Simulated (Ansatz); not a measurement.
Relaxation of AlClF₂H₃N (8 atoms, charge 0, multiplicity 1), to a largest force component of 0.03 eV/Å in at most 50 steps.

Level of theory: RKS PBE/def2-SVP (Ansatz 0.2.0).

```xyz
8
Properties=species:S:1:pos:R:3
Al -0.774 -0.859 0.021
Cl 0.774 1.300 -2.297
F -0.219 -2.313 -0.569
F -2.348 -0.373 -0.218
H 0.939 1.234 -0.986
N 0.380 0.221 1.015
H 0.007 0.957 1.624
H 1.243 -0.167 1.410
```

**Question.** Where does it end, and by what steps?

**Answer.** The forces met the threshold. After 15 steps the energy has fallen by 2.264 eV; H5 moved furthest, 1.34 Å. Parted: Cl2–H5. Joined: Al1–Cl2, H5–N6.

| step | energy less start (eV) | largest force component (eV/Å) | accepted |
| --- | --- | --- | --- |
| 0 | 0.0000 | 1.039 | yes |
| 1 | -0.1810 | 0.572 | yes |
| 2 | -0.3131 | 0.963 | yes |
| 3 | -0.4994 | 1.278 | yes |
| 4 | -0.7059 | 1.497 | yes |
| 5 | -1.1727 | 2.037 | yes |
| 6 | -1.6622 | 2.338 | yes |
| 7 | -2.0452 | 1.052 | yes |
| 8 | -2.0245 | 1.495 | no |
| 9 | -2.1500 | 0.378 | yes |
| 10 | -2.2021 | 0.291 | yes |
| 11 | -2.2392 | 0.323 | yes |
| 12 | -2.2570 | 0.258 | yes |
| 13 | -2.2620 | 0.145 | yes |
| 14 | -2.2639 | 0.067 | yes |
| 15 | -2.2644 | 0.005 | yes |

```xyz
8
Properties=species:S:1:pos:R:3
Al -0.569 -0.495 -0.695
Cl 0.074 0.545 -2.438
F -0.018 -2.075 -0.505
F -2.125 -0.165 -0.142
H 1.109 1.159 0.344
N 0.513 0.423 0.750
H -0.106 0.859 1.449
H 1.121 -0.252 1.237
```

Whether the end is a true minimum wasn't checked by a vibrational analysis.

Time of the run: 27 s on 2 threads of Arm Neoverse V2, with other jobs on the host, peak memory 0.15 GiB.
